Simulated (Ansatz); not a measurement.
## What each rung costs, and what it gives

Saddle point of GaNH₈O, closed shell (GaH₃ + H₂O + NH₃ → GaH₃O ([OH][GaH2]) + NH₃ + H₂; bonds formed: H2–H7, H5–N8; dative contacts that become bonds: Ga1–O6; bonds broken: Ga1–H2, H5–O6, H7–N8), PBE0-D4/def2-TZVP structure:

Ga1  (-1.463, 0.466, -0.468)
H2  (-0.109, -0.225, -1.411)
H3  (-2.683, -0.460, -0.826)
H4  (-1.329, 1.991, -0.819)
H5  (0.950, -0.185, 0.920)
O6  (-0.770, 0.113, 1.238)
H7  (0.680, -0.251, -0.816)
N8  (1.631, -0.286, 0.142)
H9  (-1.321, -0.500, 1.726)
H10  (2.142, -1.157, 0.202)
H11  (2.273, 0.495, 0.112)
(Å)

Barriers are electronic and count from the start structure reached by relaxing down the imaginary mode.

Computed with Ansatz 0.2.0 (basis: as named in each row); correlated methods freeze the cores. Filled d shells of the heavier atoms are correlated. The def2 sets are not built for correlating such inner shells, so the correlated values are less sure here. B3LYP uses VWN-RPA correlation. Extrapolation: Hartree–Fock as exp(−7.88 √X), correlation as X^−2.97.

Times are rough, for one single point on 4 threads of a shared host (Arm Neoverse V2).

The estimate by CCSD(T) at an estimated basis limit (MP2 extrapolated from triple and quadruple zeta, plus CCSD(T) − MP2 in triple zeta) is 18.91 kcal/mol.

| method | basis | time (s) | barrier (kcal/mol) | method less estimate |
| --- | --- | --- | --- | --- |
| HF | STO-3G | under 1 | 52.36 | 33.45 |
| SPW92 | def2-SVP | under 1 | 10.81 | -8.10 |
| PBE-D4 | def2-SVP | under 1 | 13.67 | -5.24 |
| B3LYP-D4 | 6-31G | under 1 | 11.07 | -7.84 |
| PBE-D4 | STO-3G | under 1 | 26.28 | 7.36 |
| SPW92 | def2-TZVPP | under 1 | 10.84 | -8.07 |
| PBE0-D4 | def2-SVP | 1 | 17.09 | -1.82 |
| PBE-D4 | def2-TZVPP | 2 | 13.67 | -5.25 |
| BLYP-D4 | def2-TZVPP | 2 | 14.32 | -4.59 |
| B3LYP-D4 | def2-TZVPP | 2 | 16.75 | -2.16 |
| BHLYP-D4 | def2-TZVPP | 2 | 20.18 | 1.27 |
| PBE0-D4 | def2-TZVPP | 2 | 16.66 | -2.26 |
| CAM-B3LYP-D4 | def2-TZVPP | 2 | 18.07 | -0.84 |
| r2SCAN-D4 | def2-TZVPP | 3 | 14.62 | -4.30 |
| r2SCAN0-D4 | def2-TZVPP | 4 | 17.21 | -1.70 |
| wB97M-V | def2-SVP | 4 | 19.79 | 0.88 |
| B2PLYP | def2-TZVPP | 4 | 17.95 | -0.96 |
| PBE-QIDH | def2-TZVPP | 4 | 18.54 | -0.38 |
| CCSD(T) | def2-SVP | 4 | 21.80 | 2.88 |
| RPA on PBE | def2-TZVPP | 5 | 19.52 | 0.61 |
| wB97X-V | def2-TZVPP | 6 | 18.97 | 0.06 |
| wB97M-V | def2-TZVPP | 7 | 19.56 | 0.64 |
| B97M-V | def2-TZVPP | 8 | 17.80 | -1.11 |
| MP2 | def2-QZVPP | 19 | 17.75 | -1.16 |
| CCSD(T) | def2-TZVPP | 100 | 19.55 | 0.64 |

All methods are single points on the PBE0-D4 structures.

T1 diagnostic: at most 0.013.

The step is the kind of ligand exchange by which a precursor binds to a hydroxyl group, or is hydrolysed, in atomic layer deposition of oxides.

Labels in which every atom is bracketed show which atoms are joined, not bond orders.
